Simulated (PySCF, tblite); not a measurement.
C5H7N3.
Atom-mapped SMILES: `[CH2:1]=[CH:2][CH2:3][n:4]1[n:5][cH:6][cH:7][n:8]1` (hydrogens: H9, H10 on C1; H11 on C2; H12, H13 on C3; H14 on C6; H15 on C7)

Geometry (GFN2-xTB, Å), atoms numbered from 1 in this order:
```xyz
15
C5H7N3 angstrom
C     -2.6988   -0.1034    0.6744
C     -1.5942   -0.6431    0.1983
C     -0.7521   -0.0225   -0.8801
N      0.6093    0.1135   -0.4403
N      1.0955    1.2522   -0.0159
C      2.3426    0.9732    0.3357
C      2.5606   -0.3855    0.0988
N      1.4406   -0.8972   -0.3915
H     -3.2781   -0.5823    1.4447
H     -3.0750    0.8379    0.3085
H     -1.2190   -1.5845    0.5759
H     -0.7558   -0.6649   -1.7669
H     -1.1154    0.9745   -1.1350
H      3.0004    1.7236    0.7212
H      3.4350   -0.9833    0.2501
```

The calculation used CAM-B3LYP/def2-SVPD in PySCF (dipole) on a GFN2-xTB geometry, gas phase.

Masses are those of the commonest isotopes; rigid-rotor values at the optimised geometry. The values belong to one conformer with, in the numbering `[CH2:1]=[CH:2][CH2:3][n:4]1[n:5][cH:6][cH:7][n:8]1`, C1–C2–C3–N4 125°, C2–C3–N4–N5 -101°.

**Question.** What are A, B and C (MHz)?

**Answer.** Ia = 84.49, Ib = 381.98, Ic = 413.47 u·Å²; 505379 MHz·u·Å²/I gives A = 5981, B = 1323, C = 1222 MHz.

**Question.** What kind of rotor is it?

**Answer.** A near-prolate asymmetric top. Ray's parameter κ = (2B − A − C)/(A − C) = -0.958; −1 is the prolate and +1 the oblate limit.

**Question.** What does the inertial defect say?

**Answer.** Not planar: Δ = Ic − Ia − Ib = -53.01 u·Å². For a rigid frame Δ = −2 Σ m c², so Σ m c² = 26.50 u·Å² lies off the ab plane: 7.84 from hydrogen and 18.66 from heavier atoms. The atom farthest from that plane is 1.59 Å away.

**Question.** Give the other two planar moments, Paa and Pbb, and the rms extents of the mass along the axes.

**Answer.** Paa = Σ m a² = (Ib + Ic − Ia)/2 = 355.48 and Pbb = Σ m b² = (Ia + Ic − Ib)/2 = 57.99 u·Å². With the mass M = 109.06 u, the rms extents √(P/M) along a, b and c are 1.81, 0.73, 0.49 Å.

**Question.** Predict some low-J microwave lines.

**Answer.** The dipole components are |μa| = 0.40 D, |μb| = 0.01 D, |μc| = 0.01 D. Intensities carry the squares of the components, which stand as 1.00 : 0.00 : 0.00 (a : b : c). Some lines, for components of 0.1 D or more:

```tsv
type	branch	J(Ka,Kc)	MHz	lower level (cm⁻¹)
a	Q	2(1,1) ← 2(1,2)	302	0.407
a	Q	3(1,2) ← 3(1,3)	604	0.656
a	Q	5(1,4) ← 5(1,5)	1511	1.405
a	R	4(1,4) ← 3(1,3)	9977	0.656
a	R	4(0,4) ← 3(0,3)	10165	0.509
a	R	4(3,2) ← 3(3,1)	10185	1.923
a	R	4(2,2) ← 3(2,1)	10196	1.138
a	R	4(1,3) ← 3(1,2)	10380	0.677
a	R	5(2,4) ← 4(2,3)	12723	1.477
a	R	5(4,2) ← 4(4,1)	12730	3.362
```

Its GFN2-xTB frequencies are all real (lowest 30 cm⁻¹). No vibrational averaging or centrifugal distortion is included, and the geometry carries the error of its method. Quadrupole hyperfine structure (14N) is left out.
